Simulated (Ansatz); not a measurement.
Al4N4⁻. Total charge -1; doublet. Geometry r2SCAN-D4/def2-SVPD.

```xyz
8

Al    0.7627   -1.0937    0.1342
Al    1.6716    1.3317   -0.5072
Al   -2.1976   -1.7520    0.6671
Al   -0.9362    0.9563   -0.0817
N     2.3067   -0.3014   -0.2402
N    -0.7731   -0.5195    1.1480
N     0.1713    2.2756   -0.5117
N    -1.0053   -0.8970   -0.6085
```

Another isomer (doublet) lies 1.20 eV lower at PBE0-D4/def2-TZVPD; other spin states weren't run for this one.

**Question.** Estimate the α-spin orbital energies around the gap (eV) in Ansatz with PBE-D4/def2-TZVPD, BLYP-D4/def2-TZVPD, r2SCAN-D4/def2-TZVPD, PBE0-D4/def2-TZVPD.

**Answer.** 
```tsv
orbital	PBE-D4/def2-TZVPD	BLYP-D4/def2-TZVPD	r2SCAN-D4/def2-TZVPD	PBE0-D4/def2-TZVPD
HOMO−9	-4.37	-4.14	-4.64	-5.58
HOMO−8	-3.16	-2.94	-3.38	-4.44
HOMO−7	-3.07	-2.89	-3.35	-4.28
HOMO−6	-3.00	-2.78	-3.25	-4.24
HOMO−5	-2.55	-2.37	-2.82	-3.84
HOMO−4	-1.77	-1.57	-2.02	-2.96
HOMO−3	-1.50	-1.33	-1.72	-2.68
HOMO−2	-1.49	-1.32	-1.63	-2.34
HOMO−1	-1.11	-0.92	-1.32	-2.24
HOMO	-0.68	-0.46	-0.86	-1.17
LUMO	0.75	0.96	0.72	1.24
LUMO+1	0.90	1.12	0.92	1.47
LUMO+2	1.65	1.82	1.85	2.34
LUMO+3	1.69	1.82	1.93	2.65
LUMO+4	2.62	2.76	2.90	3.15
LUMO+5	2.75	2.79	3.29	3.45
β HOMO	-1.14	-0.93	-1.40	-2.20
β LUMO	0.20	0.22	0.61	0.91
```
